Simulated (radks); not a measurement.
Task: The mean radii <r> (bohr) of the occupied orbitals of an atom or ion are listed with their occupations. Method: scalar-relativistic Kohn-Sham, LDA (Slater exchange, Perdew-Wang correlation), spin-unpolarised, spherical densities, point nucleus; computed with a radial shooting solver on a logarithmic mesh with Libxc functionals.

orbital  occ.      <r>
1s          2  0.05221
2s          2   0.2357
2p          6   0.2066
3s          2   0.7113
3p          6   0.7458
3d          9   0.9218

Name the element and its charge.

Result: Z = 29, copper, charge +2: Cu2+ in [Ar] 3d9. The 1s radius gives Z: for a bare nucleus <r> = (2 gamma + 1)/(2Z) with gamma = sqrt(1 - (Z/c)^2), 0.05094 bohr for Z = 29, and screening makes it slightly larger (0.05221 here). The occupations add up to 27, and the charge is Z minus that.
